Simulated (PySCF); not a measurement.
**Dipole moment and polarisability of `C[Si](C)(CF)O[SiH3]`**

C₃H₁₁FOSi₂.
SMILES with atom numbers: `[CH3:1][Si:2]([CH3:3])([CH2:4][F:5])[O:6][SiH3:7]` (hydrogens: H8, H9, H10 on C1; H11, H12, H13 on C3; H14, H15 on C4; H16, H17, H18 on Si7)

Geometry (PBE0-D3(BJ)/def2-SVP, Å), atoms numbered from 1 in this order:
```xyz
18
C3H11FOSi2 angstrom
C     -0.4754    1.7551   -1.4187
Si    -0.2865    0.2319   -0.3596
C     -0.9335   -1.3131   -1.1847
C     -1.1499    0.4406    1.3207
F     -0.7843   -0.6527    2.1029
O      1.3305    0.0361    0.0008
Si     2.2869   -0.7334    1.1184
H     -0.0569    2.6408   -0.9167
H      0.0599    1.6243   -2.3724
H     -1.5332    1.9556   -1.6513
H     -1.9742   -1.1834   -1.5219
H     -0.3200   -1.5805   -2.0589
H     -0.9070   -2.1553   -0.4757
H     -0.8276    1.3631    1.8363
H     -2.2517    0.4698    1.2511
H      1.8749   -2.1593    1.2890
H      2.2282   -0.0403    2.4396
H      3.6914   -0.6913    0.6170
```

Level: CAM-B3LYP/def2-SVPD (PySCF), static field, nuclei fixed, core orbitals frozen in the response. The polarisability tensor in these axes (au):

```
x   91.98 -2.56  4.12
y   -2.56 90.30 -1.62
z    4.12 -1.62 90.47
```

Question: Diagonalise the tensor; give its mean and Δα, where Δα² is half the sum of the squared differences of the eigenvalues.

Answer: Principal values 86.97, 88.98 and 96.81 au; mean 90.92 au = 13.47 Å³ = 14.99 × 10⁻⁴⁰ C²·m²/J; Δα = 9.00 au (10 % of the mean).

Question: What is the dipole moment, and where does it point?

Answer: (-1.43, 1.21, -1.32) D, 2.29 D in size, pointing from the negative to the positive side. Measured along this direction, the outermost atoms are H16 and H18 at the negative end and H10 at the positive end.

Question: Give the principal axes and the span of the nuclei along them.

Answer: Largest value along (0.71, -0.42, 0.57), where the nuclei span 6.10 Å; middle along (0.20, 0.89, 0.41), 4.28 Å; least along (-0.68, -0.17, 0.72), 4.36 Å. 

Question: Traceless (Buckingham) quadrupole moment about the centre of nuclear charge: eigenvalues?

Answer: -6.38, 1.75, 4.62 D·Å. The values depend on the origin, since the dipole doesn't vanish. The electronic extent ⟨r²⟩ about the same centre is 1291 bohr², a root-mean-square distance of 2.21 Å for the 74 electrons.

Question: In a dilute gas of rigid molecules at 350 K, how does the orientational term μ²/3kT compare with the electronic polarisability?

Answer: In Gaussian units μ²/3kT = 36.26 Å³ against 13.47 Å³, a ratio of 2.69; the Debye molar polarisation (4π/3)N_A(α + μ²/3kT) is 125.5 cm³/mol, leaving out the vibrational part.

Isolated species at its PBE0-D3(BJ)/def2-SVP geometry (one conformer only).

The run behind these numbers computed excited states and ΔSCF ions as well. The run took 6.0 min on Arm Neoverse V1, one thread (shared host), and the process peaked at 1.5 GiB of memory.
